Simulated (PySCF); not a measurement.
CH₆F₂GeSi, SMILES F[Si](F)([GeH3])C (B3LYP/def2-SVP optimised geometry):

```
11

C      0.995    -0.257     0.000
Si    -0.866    -0.257     0.000
F     -1.389     1.285     0.000
F     -1.386    -0.904    -1.400
Ge    -1.958    -1.401     1.790
H      1.373     0.291    -0.879
H      1.389    -1.285    -0.039
H      1.389     0.231     0.906
H     -3.487    -1.368     1.598
H     -1.614    -0.740     3.141
H     -1.500    -2.874     1.845
```

Calculation: B3LYP/def2-TZVP (PySCF).

Problem. What are the frontier orbital energies and the dipole moment?

Solution. HOMO-2 -9.61 eV, HOMO-1 -9.61 eV, HOMO -8.11 eV, LUMO -0.12 eV, LUMO+1 -0.10 eV; dipole moment 2.17 D.

On the same geometry PBE/def2-TZVP (PySCF) gives HOMO-2 -8.49 eV, HOMO-1 -8.49 eV, HOMO -7.08 eV, LUMO -0.77 eV, LUMO+1 -0.72 eV; dipole moment 2.09 D.

Meta-Löwdin charges at B3LYP/def2-TZVP: C1 -0.62, Si2 1.27, F3 -0.50, F4 -0.50, Ge5 0.07, H6 0.14, H7 0.14, H8 0.14, H9 -0.04, H10 -0.05, H11 -0.05.
